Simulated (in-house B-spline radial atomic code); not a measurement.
# Ionising Ba+ with different functionals

Computed with a B-spline radial code for spherical atoms: scalar-relativistic (spin-free X2C) Hamiltonian, Fermi nucleus of rms radius 4.8378 fm, spin-polarised at highest spin, spherical fractional occupations for the functionals, the average over the highest-spin determinants for Hartree-Fock. The ionisation energy is the difference of two self-consistent energies, [Xe] 6s1 → [Kr] 4d10 5s2 5p6, without Breit or QED terms; ε is the level of the shell that loses the electron (its least bound occupied spin orbital). There is no spin-orbit coupling in this Hamiltonian.

```tsv
method	rung	ΔSCF (eV)	-ε(6s) (eV)
Hartree-Fock	Hartree-Fock	9.37	9.40
HF fractional	Hartree-Fock	9.37	9.40
LDA VWN5	LDA	?	?
LDA PW92	LDA	10.31	8.06
LDA exchange-only	LDA	9.68	7.47
PBE	GGA	10.13	7.86
PBEsol	GGA	10.08	7.91
BLYP	GGA	10.16	7.79
RPBE	GGA	10.06	7.78
PW91	GGA	10.17	7.92
BP86	GGA	10.20	8.05
AM05	GGA	10.06	7.89
OLYP	GGA	?	?
TPSS	meta-GGA	9.84	7.72
SCAN	meta-GGA	9.85	7.96
revTPSS	meta-GGA	9.77	7.73
PBE0	global hybrid	10.00	8.35
B3LYP	global hybrid	10.19	8.32
TPSSh	global hybrid	9.81	7.92
BHandHLYP	global hybrid	9.95	8.76
r2SCAN0	global hybrid	9.84	8.43
B97-1	global hybrid	9.79	8.04
HSE06	range-separated hybrid	10.03	8.06
wB97X	range-separated hybrid	9.62	9.62
CAM-B3LYP	range-separated hybrid	10.10	9.21
LC-wPBE	range-separated hybrid	9.76	9.88
```

(1) What does LDA VWN5 give?

(2) What does OLYP give?

(3) Among the functionals, which spreads more, the ΔSCF values or the orbital energies?

(4) How do they compare with the NIST value?

## Answers

(1) ΔSCF 10.32 eV, and -ε(6s) = 8.06 eV.

(2) ΔSCF 9.91 eV, and -ε(6s) = 7.59 eV.

(3) The orbital energies: ΔSCF values span about 0.70 eV and the orbital energies 2.41 eV.

(4) NIST lists 10.004 eV (measured, ground level to ground level). Errors run from -0.64 to +0.31 eV; PBE0 is closest (-0.00 eV), but part of that can be cancellation, since the calculations leave out Breit-QED terms. Hartree-Fock also lacks correlation.
